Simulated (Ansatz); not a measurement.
An input meant for VOCl3 (VCl₃O) (charge 0, singlet).

```yaml
crystal:
  periodic: [false, false, false]
  atoms:
    - {symbol: V, position_ang: [0.061408, -0.058081, 0.033572]}
    - {symbol: O, position_ang: [0.047900, -0.081984, 1.666561]}
    - {symbol: Cl, position_ang: [1.912914, 0.030826, -0.657382]}
    - {symbol: Cl, position_ang: [-1.035342, 1.780666, -0.769639]}
    - {symbol: Cl, position_ang: [-0.877238, -1.653597, -0.640930]}
basis:
  gaussian: {orbitals: def2-mTZVPP}
magnetization: {spin_polarized: true, initial_magnetization: 0}
hamiltonian: {xc: {name: BHLYP}}
scf: {omitted_lower_state_checks: [starts]}
relax: {f_tol: 0.0001, max_steps: 3}
output: {forces: true}
```

```sh
$ ansatz run in.yaml --threads 4 --pin off --events-out ev --progress --plain --max-ram 3916MiB
```

Shortened log:

```
Functional definition: BHLYP
  name "BHLYP"
  cite "Becke, J. Chem. Phys. 98, 1372 (1993) doi:10.1063/1.464304"
  cite "Becke, Phys. Rev. A 38, 3098 (1988) doi:10.1103/PhysRevA.38.3098"
  cite "Lee, Yang & Parr, Phys. Rev. B 37, 785 (1988) doi:10.1103/PhysRevB.37.785"
  parameter a = 0.5
  exchange = (1 - a)*b88_x + a*exact_x
  correlation = lyp_c
these checks for a lower state are left out or cut short: starts
1399 factors; integrals over basis functions are off by at most 3.2e-4 eV
mean field evaluation 1: about -65290.9356 eV, gradient 6.2e1 eV
mean field evaluation 2: about -64898.7715 eV, gradient 3.7e2 eV
mean field evaluation 4: about -65300.8344 eV, gradient 3.7e1 eV
mean field evaluation 8: about -65304.7190 eV, gradient 1.3e-1 eV
mean field evaluation 16: about -65304.7478 eV, gradient 3.4e-3 eV
mean field -65304.74784838 eV, -2399.9052182799 hartree, gradient 3.0e-6 eV, S^2 0.000000; 0 other end points of the search recorded, 0 dependent functions left out
the calculation of the forces begins
reference -65304.74804000 eV, -2399.9052253220 hartree; 41, 41 occupied and 97, 97 virtual orbitals, 1399 factors
relax step   1: F+E_penalty+E_count = -65304.74784838 eV  Δ(F+E_penalty+E_count) = +0.000e0 eV  max|allowed force component| = 6.577e0 eV/Å  Δτ_max = 0.0000 Å  (71 SCF iters, accepted)
these checks for a lower state are left out or cut short: starts, cluster_reference, orbital_swaps, neighbouring_geometries, increment
1399 factors; integrals over basis functions are off by at most 3.2e-4 eV
mean field evaluation 32: about -65305.6495 eV, gradient 5.7e-1 eV
mean field -65305.68219528 eV, -2399.9395548952 hartree, gradient 5.0e-5 eV, S^2 0.000000; 0 other end points of the search recorded, 0 dependent functions left out
the calculation of the forces begins
reference -65305.68238918 eV, -2399.9395620211 hartree; 41, 41 occupied and 97, 97 virtual orbitals, 1399 factors
relax step   2: F+E_penalty+E_count = -65305.68219528 eV  Δ(F+E_penalty+E_count) = -9.343e-1 eV  max|allowed force component| = 2.588e0 eV/Å  Δτ_max = 0.1509 Å  (53 SCF iters, accepted)
these checks for a lower state are left out or cut short: starts, cluster_reference, orbital_swaps, neighbouring_geometries, increment
1399 factors; integrals over basis functions are off by at most 3.0e-4 eV
mean field -65305.75291223 eV, -2399.9421536952 hartree, gradient 1.2e-5 eV, S^2 0.000000; 0 other end points of the search recorded, 0 dependent functions left out
the calculation of the forces begins
reference -65305.75310472 eV, -2399.9421607690 hartree; 41, 41 occupied and 97, 97 virtual orbitals, 1399 factors
relax step   3: F+E_penalty+E_count = -65305.75291223 eV  Δ(F+E_penalty+E_count) = -7.072e-2 eV  max|allowed force component| = 4.396e-1 eV/Å  Δτ_max = 0.0481 Å  (49 SCF iters, accepted)
Error: geometry relaxation did not converge after 3 steps: max|allowed force component| = 4.40e-1 eV/Å (threshold 1.0e-4). Raise `relax.max_steps` over both its present limit and 3, loosen `relax.f_tol`, or start from a geometry closer to equilibrium. Where this run's directory can be resumed (`checkpoint.write`), a resume goes on for up to `relax.max_steps` more
```

In this input the relaxation is allowed too few steps for its threshold. The SCF steps converged, but the relaxation ran out of steps.
